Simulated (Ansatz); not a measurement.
Compare A (`N=C(F)O[SiH3]`) with its isomer B (`NC1(F)O[SiH2]1`).

Computed with Ansatz on PBE0-D4/def2-TZVP structures; ΔE is electronic, products minus reactants. CCSD(T)/CBS adds triple-zeta CCSD(T) − MP2 to the extrapolated MP2 energy (def2 sets, frozen cores). DFT in def2-TZVPP. B3LYP here is the variant with VWN-RPA as its local correlation; programs differ in this. One conformer a species, not always the lowest.

Q: Which isomer does CCSD(T)/CBS put lower? Give the gap. (Best estimate.)

A: Ansatz gave: A, by 95.1 kJ/mol.

Q: Give E(B) − E(A) in kJ/mol with CCSD(T)/def2-SVP, CCSD(T)/def2-TZVPP, B3LYP-D4, B3LYP, ωB97M-V, B2PLYP, PBE0-D4. (Best estimate.)

A: Computed: CCSD(T)/def2-SVP 113.5, CCSD(T)/def2-TZVPP 102.4, B3LYP-D4 104.4, B3LYP 104.8, ωB97M-V 94.4, B2PLYP 104.0, PBE0-D4 88.6. None reverses the order clearly.

Q: Does the order hold for the free energy at 298.15 K (harmonic terms from PBE0-D4)? (An estimate is asked.)

A: The calculation gave: Yes: G(B) − G(A) = +106.7 kJ/mol, for one conformer each. Modes under 60 cm⁻¹, often nearly free rotors, make the harmonic entropy too high.

Largest T1 diagnostic: 0.014.

In def2-TZVPP, CCSD(T) changes the Hartree–Fock value by −39.7 kJ/mol (the triples alone add −3.1 kJ/mol) and MP2 by −44.3 kJ/mol. From BLYP to BHLYP (50 % exact exchange), in def2-TZVPP and without D4, E(B) − E(A) moves by +11.1 kJ/mol.
